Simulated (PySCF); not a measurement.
## Field gradients at the hydrogen positions

Species: C₆H₈NO₂ (charge -1).
Structure used (GFN2-xTB), in Å, numbered top down from 1:
```
atom  x, y, z in Å
C1    -1.2719    2.0690   -0.8104
N2    -1.1968    0.8761   -0.3900
C3    -0.0527    0.1811   -0.0584
C4     1.2671    0.7307   -0.1364
C5     2.4326   -0.1719    0.2523
O6     1.5334    1.8874   -0.4990
C7    -0.3268   -1.1501    0.3762
C8    -1.8092   -1.5394    0.3721
O9     0.4938   -2.0023    0.7453
H10   -0.4482    2.7563   -0.9849
H11   -2.2724    2.4463   -1.0184
H12    3.3637    0.3855    0.1426
H13    2.4495   -1.0542   -0.3827
H14    2.3199   -0.5126    1.2784
H15   -2.3761   -0.8570    0.9988
H16   -2.2027   -1.4741   -0.6387
H17   -1.9104   -2.5586    0.7433
```

Level: PBE0/pcSseg-1 (PySCF, non-relativistic); Q(2H) = 0.00286 b; rigid geometry, the same for H and D, with no vibrational averaging.

**Question.** Tabulate Vzz, the asymmetry η and χzz = 234.96 MHz × Q × Vzz for every hydrogen position.

**Answer.** 
```
atom  bonded to  bond length (Å)  Vzz (au)     η  χzz (kHz)
 H10         C1            1.087    0.3103  0.04        208
 H11         C1            1.089    0.3209  0.07        216
 H12         C5            1.091    0.3138  0.01        211
 H13         C5            1.087    0.3195  0.05        215
 H14         C5            1.087    0.3191  0.05        214
 H15         C8            1.086    0.3230  0.03        217
 H16         C8            1.087    0.3227  0.03        217
 H17         C8            1.089    0.3165  0.01        213
```

**Question.** A static deuteron (I = 1) shows a doublet split by (3/2)χ, (3/4)χ(1 + η) and (3/4)χ(1 − η) with the field along z, y and x of the gradient. What are these for H14?

**Answer.** With |χ| = 214.5 kHz and η = 0.046: 322, 168 and 153 kHz, to first order and without motion.

Isolated species at its GFN2-xTB geometry (one conformer only). The pcSseg-1 basis has no diffuse functions, a weakness for an anion. GFN2-xTB bond lengths can be off by several hundredths of an ångström, more for odd bonds, and the gradients follow them. A larger basis could move these couplings by a tenth or more.

These values come from a run that also computed NMR shieldings. Cost: about 90 s of CPU time on one thread; the machine was shared, so the figure is rough.
